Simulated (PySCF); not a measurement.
Functional benchmark on one molecule

Molecule: `N#CC1=COC=C1`, C₅H₃NO.

Mapped SMILES: `[N:1]#[C:2][c:3]1[cH:4][cH:5][o:6][cH:7]1`. Hydrogens are named by the atom that carries them.

Geometry PBE0-D3(BJ)/def2-SVP throughout; GIAO in PySCF 2.14.0 with density-fitted response routines, gas phase, one conformer, non-relativistic; equivalent atoms averaged; basis pcSseg-2.

Reference values (estimated from measurements, as parent shift plus tabulated substituent increments; solution, not stated per compound (mostly CDCl3 or CCl4); Pretsch, Buehlmann, Badertscher, Structure Determination of Organic Compounds, 4th ed. (2009)): δ(H(C7)) = 7.83 ppm, δ(H(C4)) = 6.52 ppm, δ(H(C5)) = 7.36 ppm. Computed shifts are taken against TMS, calculated as an isolated molecule at each level.

How do the functionals HF, PBE, BLYP, OPBE, KT3, BHandHLYP, wB97X-D, LC-wPBE perform against the reference? Times are CPU seconds on 1 thread of an Arm Neoverse V2, shared host; the GGAs took longer than the global hybrids here, which isn't the general rule, and the cause wasn't traced.

Answers


```tsv
functional	kind	H(C7)	H(C4)	H(C5)	mean abs. error H	core-s
HF	Hartree–Fock	8.08	6.88	7.56	0.27	21
PBE	GGA	7.81	6.75	7.42	0.10	47
BLYP	GGA	7.78	6.70	7.40	0.09	46
OPBE	GGA	7.85	6.76	7.45	0.12	42
KT3	GGA	7.84	6.66	7.44	0.08	45
BHandHLYP	global hybrid	7.96	6.86	7.52	0.21	35
wB97X-D	range-separated hybrid	7.91	6.85	7.50	0.18	56
LC-wPBE	range-separated hybrid	7.95	6.92	7.52	0.23	56
```

For 1H the closest is KT3 (0.08 ppm, with BLYP, PBE practically level) and the furthest HF (0.27 ppm). One molecule is a small sample, and vibrational and solvent effects are absent from the calculation.
